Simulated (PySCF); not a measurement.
C4H6O2, singlet, geometry from GFN2-xTB. Base run: PySCF with M062X/6-31G.

PySCF was given this input:
```python
from pyscf import gto, scf, dft, solvent

mol = gto.Mole()
mol.atom = '''
    C     2.43999403   -0.43186569    0.12490280
    C     1.19242815   -0.83771609   -0.05924976
    C     0.05999922    0.10895034    0.02602316
    O     0.14454880    1.28855608    0.25965286
    O    -1.10562767   -0.52062169   -0.19409518
    C    -2.27044458    0.28774377   -0.13812787
    H     2.64464545    0.60427465    0.34122226
    H     3.27958791   -1.10296251    0.06758720
    H     0.92808602   -1.86104186   -0.27819295
    H    -2.36643851    0.74647486    0.84834662
    H    -2.21854129    1.07982212   -0.88826047
    H    -3.11056956   -0.37271632   -0.33645409
'''
mol.basis = '6-31g'
mol.verbose = 3
mol.build()

mf = dft.RKS(mol)
mf.xc = 'm062x'
mf.kernel()
mf.analyze()
```

Each row names what was changed in the base input (with any setting that the change needs).

```
change                                                   ΔE vs base (kcal/mol)  dipole (D)  HOMO-LUMO gap (eV)
-------------------------------------------------------  ---------------------  ----------  ------------------
base                                                                     0.000        1.40                9.23
model = IEF-PCM; solvent = n-hexane; vdw_scale = 1.4                     -1.17        1.49                9.22
model = IEF-PCM; solvent = n-hexane                                      -2.15        1.53                9.21
model = SS(V)PE; solvent = n-hexane                                      -2.15        1.53                9.21
model = IEF-PCM; solvent = n-hexane; vdw_scale = 1.0                     -4.36        1.59                9.20
model = IEF-PCM; solvent = dimethylsulfoxide                               ___         ___                 ___
model = ddCOSMO; solvent = n-hexane                                      -1.87        1.54                9.21
model = IEF-PCM; solvent = n-hexane; lebedev_order = 41                  -2.15        1.53                9.21
model = C-PCM; solvent = n-hexane                                          ___        1.56                9.21
model = IEF-PCM; solvent = methanol                                      -5.64        1.77                9.18
model = IEF-PCM; solvent = n-hexane; r_probe = 0.5                         ___         ___                9.22
model = IEF-PCM; solvent = n-hexane; vdw_scale = 1.1                     -3.03        1.56                9.21
```

**Question.** Some entries are withheld; supply them.

**Answer.** 
- model = IEF-PCM; solvent = dimethylsulfoxide, ΔE vs base (kcal/mol): -5.72
- model = IEF-PCM; solvent = dimethylsulfoxide, dipole (D): 1.78
- model = IEF-PCM; solvent = dimethylsulfoxide, HOMO-LUMO gap (eV): 9.17
- model = C-PCM; solvent = n-hexane, ΔE vs base (kcal/mol): -2.61
- model = IEF-PCM; solvent = n-hexane; r_probe = 0.5, ΔE vs base (kcal/mol): -0.80
- model = IEF-PCM; solvent = n-hexane; r_probe = 0.5, dipole (D): 1.47

The base is the gas phase, so ΔE is the electrostatic part of solvation at a fixed geometry, without cavity and dispersion terms.
